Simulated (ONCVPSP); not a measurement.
# Reading a pseudo-wave (zirconium)

Columns: radius, all-electron u(r) and pseudo u(r) of the 4s shell (level -54.50 eV) of zirconium in the configuration [Ar] 3d10 4s2 4p6 4d2 5s2; PBE, scalar-relativistic, ONCV scheme, ONCVPSP 4.0.1.

```
r (bohr)  all-electron  pseudo
   0.140        0.2849  0.0299
   0.280       -0.4590  0.1100
   0.420       -0.4537  0.2640
   0.560        0.0380  0.4775
   0.700        0.5365  0.7055
   0.840        0.8683  0.8949
   0.980        1.0247  1.0070
   1.120        1.0475  1.0303
   1.260        0.9858  0.9783
   1.400        0.8796  0.8779
   1.540        0.7567  0.7566
   1.680        0.6343  0.6343
   1.820        0.5217  0.5216
   1.960        0.4229  0.4229
   2.100        0.3391  0.3391
   2.240        0.2696  0.2696
   2.380        0.2129  0.2129
   2.520        0.1673  0.1673
   2.660        0.1309  0.1308
   2.800        0.1020  0.1020
   2.940        0.0793  0.0793
   3.080        0.0615  0.0615
   3.220        0.0476  0.0476
   3.360        0.0367  0.0367
   3.500        0.0283  0.0283
   3.640        0.0218  0.0218
```

How many radial nodes do the two functions have?

The all-electron 4s function has n − l − 1 = 3 (the table is too coarse to show those close to the nucleus); the pseudo-wave has 0, since the states of the same l below it are removed with the core.

At about which radius was the pseudo-wave matched?

1.65 bohr, where the columns begin to agree (steps of 0.14 bohr).

Where does each function peak?

Outermost all-electron maximum near 1.12 bohr, pseudo maximum near 1.12 bohr (to the table’s step).

Is the pseudo-wave norm-conserving?

Yes: the ONCV scheme keeps the norm inside the radius equal to the all-electron one, which fixes the energy derivative of the logarithmic derivative at the level.
